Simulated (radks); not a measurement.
Question: All-electron atom: Bi74+ in [He] 2s2 2p5. Method: non-relativistic Kohn-Sham, LDA (Slater exchange, Perdew-Wang correlation), spin-unpolarised, spherical densities, point nucleus; relativity is left out, which matters for an element this heavy; computed with a radial shooting solver on a logarithmic mesh with Libxc functionals. Some entries of the table are withheld. Estimate them.

| orbital | occ. | eigenvalue (Ry) | <r^2> (bohr^2) |
|---|---|---|---|
| 1s | 2 | (1) | (2) |
| 2s | 2 | -1499.175 | (3) |
| 2p | 5 | -1472.729 | 0.004817 |

Answer: 
(1) 1s eigenvalue (Ry): -6487.619
(2) 1s <r^2> (bohr^2): 0.0004435
(3) 2s <r^2> (bohr^2): 0.006586
